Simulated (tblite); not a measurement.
Compound: C2H7FO2Si2.
SMILES with atom numbers: `[F:1][C@@H:2]1[O:3][C@@H:4]([O:5][SiH3:6])[SiH2:7]1` (hydrogens: H8 on C2; H9 on C4; H10, H11, H12 on Si6; H13, H14 on Si7)

Cartesian coordinates in Å at the GFN2-xTB level; atoms count from 1:
```xyz
14
C2H7FO2Si2 angstrom
F     -2.5736   -0.2816    1.4209
C     -1.5446   -0.5897    0.5416
O     -0.3225   -0.2016    1.0966
C      0.0630    0.9447    0.3265
O      1.3257    0.7972   -0.1972
Si     2.1919   -0.5857   -0.1366
Si    -1.4231    0.7023   -0.9008
H     -1.5941   -1.6763    0.4138
H      0.0650    1.8360    0.9700
H      3.3390   -0.1144   -0.8993
H      1.4797   -1.6749   -0.8170
H      2.5122   -0.9852    1.2296
H     -1.0408    0.1239   -2.1821
H     -2.4785    1.7049   -0.8881
```

Level: GFN2-xTB in tblite, geometry and Hessian alike; calculated harmonic values, unscaled, isolated species. This tight-binding method is rough: wavenumbers can miss measured ones by several per cent, in bad cases by 10 to 20. Modes of hydrogen on silicon can be 10 to 20 % off. One conformer, not necessarily the lowest.

Harmonic wavenumbers (cm⁻¹): 42.2, 56.1, 123.2, 157.7, 216.8, 260.6, 364.8, 432.9, 467.5, 559.2, 569.4, 588.0, 606.9, 657.2, 676.2, 700.6, 730.7, 753.4, 795.8, 805.7, 822.9, 951.1, 975.3, 1037.3, 1144.1, 1158.3, 1194.3, 1283.4, 1286.9, 2197.5, 2289.7, 2323.4, 2326.4, 2345.3, 2850.3, 2911.0.

A = 3485, B = 1133, C = 972.5 MHz; mass 137.997 u (most abundant isotopes); point group C1, symmetry number 1.

Task: Zero-point energy?

Result: ½Σν̃ = 18331 cm⁻¹ = 52.41 kcal/mol.

Task: Entropy at 298.15 K, 1 bar (ideal gas, RRHO, classical rotation)?

Result: Translation 40.70, rotation 28.82, vibration 26.27: S = 95.8 cal/(mol K).

Task: And Cp and H(298.15 K) − H(0)?

Result: Cp = 36.07 cal/(mol K), of which vibrations give 28.12 (their classical limit is 36 R = 71.5); H(298.15 K) − H(0) = 6.48 kcal/mol without the zero-point energy, 4.11 from vibrations.

Task: Which modes carry the vibrational entropy at 298.15 K?

Result: 42.2 cm⁻¹: 5.15; 56.1 cm⁻¹: 4.59; 123.2 cm⁻¹: 3.05; 157.7 cm⁻¹: 2.58; 216.8 cm⁻¹: 1.99; 260.6 cm⁻¹: 1.66 cal/(mol K); the other 30 give 7.26 together.

Task: Blend soft modes into free rotors: weight 1/[1 + (100 cm⁻¹/ν̃)⁴] for the oscillator and the rest for a rotor with moment μB/(μ + B), μ = h/(8π²ν), B = 10⁻⁴⁴ kg m². What vibrational entropy results?

Result: 23.69 cal/(mol K) in place of 26.27, which changes −T·S at 298.15 K by +0.77 kcal/mol.

Hindered rotation and anharmonicity are outside this model. Other conformers, if any are populated, would add a mixing term that is left out. The structure is chiral; the term R ln 2 for an equal mix with its mirror image is left out.
